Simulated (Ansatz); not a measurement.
`O/C([SiH3])=C\I` and `C/C=C(\O)[SiH3]` differ in one atom or group.

Ansatz, PBE0-D4/def2-TZVP geometries, multiplicity 1. Each molecule was computed in one conformer, which needn't be the lowest.

Elements past krypton have def2 core potentials.  Spin–orbit coupling is left out; it splits and shifts lone-pair levels of the heavy atoms by tenths of an eV.

```
                                        property  `O/C([SiH3])=C\I`
               LUMO energy (PBE/def2-TZVPP) / eV              -1.72
              HOMO energy (PBE0/def2-TZVPP) / eV              -6.80
           LUMO energy (ωB97M-V/def2-TZVPP) / eV               1.15
             LUMO energy (B3LYP/def2-TZVPP) / eV              -1.05
             HOMO energy (B3LYP/def2-TZVPP) / eV              -6.58
size of the dipole moment (B3LYP/def2-TZVPP) / D               0.56
```

What does the change do to each property? (Best estimate.)

Computed: 
| property | `C/C=C(\O)[SiH3]` | shift |
| --- | --- | --- |
| LUMO energy (PBE/def2-TZVPP) / eV | -0.76 | 0.96 |
| HOMO energy (PBE0/def2-TZVPP) / eV | -6.56 | 0.24 |
| LUMO energy (ωB97M-V/def2-TZVPP) / eV | 1.74 | 0.59 |
| LUMO energy (B3LYP/def2-TZVPP) / eV | -0.13 | 0.92 |
| HOMO energy (B3LYP/def2-TZVPP) / eV | -6.35 | 0.23 |
| size of the dipole moment (B3LYP/def2-TZVPP) / D | 0.59 | 0.03 |

With PBE0 the HOMO rises by 0.24 eV and the LUMO rises by 0.94 eV, so the gap widens by about 0.70 eV. PBE moves the HOMO by 0.29 eV and ωB97M-V by 0.13 eV. Dipoles are sizes alone; their direction can turn.

Positive LUMOs are unbound, so they and the gaps depend on the basis.

B3LYP here is the variant with VWN-RPA as its local correlation; programs differ in this.
